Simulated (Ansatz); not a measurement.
An input meant for Ge3H⁺ (charge 1, singlet).

```yaml
crystal:
  periodic: [false, false, false]
  atoms:
    - {symbol: Ge, position_ang: [0.747262, 1.666953, 0.369997]}
    - {symbol: Ge, position_ang: [0.985277, -0.549789, -0.646997]}
    - {symbol: Ge, position_ang: [-1.165834, 0.147148, 0.557533]}
    - {symbol: H, position_ang: [-0.566706, -1.264322, -0.280533]}
basis:
  gaussian: {orbitals: def2-mTZVPP, nuclear_model: gaussian}
total_charge: 1
hamiltonian: {xc: {name: HF}}
correlation: {active_space: {window: {electrons: 6, orbitals: 2}}}
scf: {lower_state_search: off}
```

```sh
$ ansatz run in.yaml --threads 4 --pin off --events-out ev --progress --plain --max-ram 3916MiB
```

Output, abridged:

```
Functional definition: HF
1063 factors; integrals over basis functions are off by at most 1.2e-3 eV
mean field evaluation 1: about -169426.0879 eV, gradient 1.1e1 eV
mean field evaluation 2: about -169426.0881 eV, gradient 1.1e1 eV
mean field evaluation 4: about -169426.6463 eV, gradient 1.9e0 eV
mean field evaluation 8: about -169426.6630 eV, gradient 3.3e-5 eV
mean field -169426.66299070 eV, -6226.3150233912 hartree, gradient 2.3e-6 eV, S^2 0.000000; 0 other end points of the search recorded, 0 dependent functions left out
reference -169426.66299070 eV, -6226.3150233912 hartree; 48, 48 occupied and 65, 65 virtual orbitals, 1063 factors
Error: 6 electrons in 2 orbitals form no window around the highest filled level of the reference
```

(1) What is wrong with this run?

Answers

(1) The active space doesn't fit the electrons. The run stopped with an error.
